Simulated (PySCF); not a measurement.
# Which determinant of CdCl lies lowest?

Unrestricted PBE0; Cd x2c-TZVPPall, Cl x2c-TZVPPall; spin-free X2C with a Gaussian nucleus (PySCF 2.14). Outer shells of the fragments: Cd 4d10 5s2; Cl 3s2 3p5.

Followed along the bond (rough minima from three points):

```tsv
2Ms+1	unpaired	⟨S²⟩ at the start	R at minimum (Å)	Te (eV)
2	σ ↑	0.75	2.37	0.00
4	σ ↑, π ↑↑	3.76	none in the scan	≤ 5.68
```

Solutions found at the starting distance of 2.370 Å, counted from the lowest of them; the search is not exhaustive and high or unbound solutions are not listed, so other states can lie among these:

| 2Ms+1 | unpaired | term | E (eV) | ⟨S²⟩ | ⟨Lz²⟩ | μ (D) |
| --- | --- | --- | --- | --- | --- | --- |
| 2 | σ ↑ | ²Σ⁺ | 0.00 | 0.75 | 0.00 | -3.49 |
| 2 | π ↑ | ²Π | 3.33 | 0.75 | 1.01 | 3.01 |
| 2 | π ↑ | ²Π | 3.86 | 0.77 | 1.00 | -3.31 |
| 4 | σ ↑, π ↑↑ | mixed | 5.98 | 3.76 | 2.01 | 2.66 |
| 4 | σ ↑, π ↑↑ | mixed | 6.11 | 3.76 | 2.01 | 2.80 |
| 4 | σ ↑↑, π ↑ | ⁴Π | 6.77 | 3.76 | 1.01 | 1.80 |
| 4 | σ ↑↑, π ↑ | ⁴Π | 7.49 | 3.75 | 1.01 | 2.63 |
| 4 | σ ↑↑↑ | ⁴Σ⁺ | 8.35 | 3.76 | 0.00 | 2.46 |

A term symbol is given only where ⟨S²⟩ and ⟨Lz²⟩ are close to those of a pure state; real π, δ and φ orbitals otherwise mix terms. A positive dipole means Cd(−)Cl(+).

Spin–orbit coupling is left out. Counting both spins, an empty level lies below a filled one in some of these solutions, because spin and occupation are held.
